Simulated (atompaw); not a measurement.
## vanadium (V): PAW (atompaw) pseudisation with PBEsol, scalar-relativistic reference atom.

atompaw 4.2.0.5 was run on this input:

```
V 23
GGA-PBESOL scalarrelativistic loggrid 1500 logderivrange -8 5 326
4 4 3 0 0 0
4 0 0
4 1 0
3 2 3
0 0 0
c
c
v
v
c
v
v
v
2
2.60 1.95 1.75 1.55
n
n
y
-0.3
n
custom rrkj vanderbiltortho besselshape
3 0 ultrasoft
1.30
2.60
1.05
2.60
2.60
2.60
PWSCFOUT
UPFDX 0.0125d0 UPFXMIN -7.d0 UPFZMESH 23.d0
END
```

Command:

```bash
atompaw < V.input > V.log
```

The program printed (summary file):

```
Completed calculations for V (AE)

 Exchange-correlation type: GGA, Perdew-Burke-Ernzerhof modified (PBEsol)

 Radial integration grid is logarithmic
 r0 =   3.5730895E-04 h =   8.2181060E-03   n =      1500 rmax =   8.0000000E+01

 Scalar relativistic calculation

 AEatom converged in  29 iterations
   nz     =  23.00
   delta  =       6.402232185389E-17

 All Electron Orbital energies:
  n  l      occupancy      energy
  1  0      2.0000000E+00 -3.9506588E+02
  2  0      2.0000000E+00 -4.5439997E+01
  3  0      2.0000000E+00 -6.3598495E+00
  4  0      0.0000000E+00 -1.2914617E+00
  2  1      6.0000000E+00 -3.8158898E+01
  3  1      6.0000000E+00 -4.4426430E+00
  4  1      0.0000000E+00 -9.3624736E-01
  3  2      3.0000000E+00 -1.5631580E+00

 Total energy
   Total                    :    -1894.35683018794657

 ---
 Completed calculations for V (SC)

 Exchange-correlation type: GGA, Perdew-Burke-Ernzerhof modified (PBEsol)

 Radial integration grid is logarithmic
 r0 =   3.5730895E-04 h =   8.2181060E-03   n =      1500 rmax =   8.0000000E+01

 Scalar relativistic calculation

 SCatom converged in   2 iterations
   nz     =  23.00
   delta  =       1.910040162681E-17

 Valence Electron Orbital energies:
  n  l      occupancy      energy
   3  0      2.0000000E+00 -6.3598495E+00
   4  0      0.0000000E+00 -1.2914617E+00
   3  1      6.0000000E+00 -4.4426430E+00
   4  1      0.0000000E+00 -9.3624736E-01
   3  2      3.0000000E+00 -1.5631580E+00

 Total energy
   Total                    :    -1894.35683019065050
   Valence                  :     -209.73001537951865

 PAW parameters:
       lmax =            2
         rc =    2.6199694370492246
        irc =         1084
   rc_shape =    1.9649827997578257
    rc_vloc =    1.7513866334485373
    rc_core =    1.5610044248963681
   Vloc: Non norm-conserving form with l= 3;e=   0.0000E+00
   Projector type: RRKJ pseudization + Vanderbilt ortho.
   Bessel compensation charge shape zeroed at   1.9650E+00

 Number of basis functions     6
 No.   n  nodes  l      Energy         Cp coeff         Occ
  1    3    2    0   -0.6359850E+01  0.3919376E+01  0.2000000E+01
  2    4    3    0   -0.1291462E+01  0.2452809E+01  0.0000000E+00
  3    3    1    1   -0.4442643E+01 -0.5718471E+00  0.6000000E+01
  4    4    2    1   -0.9362474E+00  0.3621256E+01  0.0000000E+00
  5    3    0    2   -0.1563158E+01  0.2168047E+02  0.3000000E+01
  6  999    1    2   -0.3000000E+00 -0.2353193E+02  0.0000000E+00

 Eigenvalues of overlap operator (in the basis of projectors):
    1        2.30808483E-01
    2        4.22033597E-01
    3        2.41805865E+00
    4        2.22027739E+01
    5        2.14163635E+02
    6        1.17650166E+05

 Orbital leakage outside PAW augmentation regions
   orb  is_core?  %out_of_sphere
   1 0    T           0.00
   2 0    T           0.00
   3 0    F           0.07
   4 0    F          54.12
   2 1    T           0.00
   3 1    F           0.30
   4 1    F          71.95
   3 2    F           5.37

 Summary of PAW energies
   Total valence energy     :   -209.73075561803066
   Smooth energy            :     23.88009298292858
   One center               :   -233.61084860095923
   Smooth kinetic           :     50.30810745437891
   Vloc energy              :    -17.84027101481369
   Smooth exch-corr         :    -15.32991303900593
   One-center xc            :    -72.13437564465347
```

The run took about 2.8 s on one core of a shared server CPU.
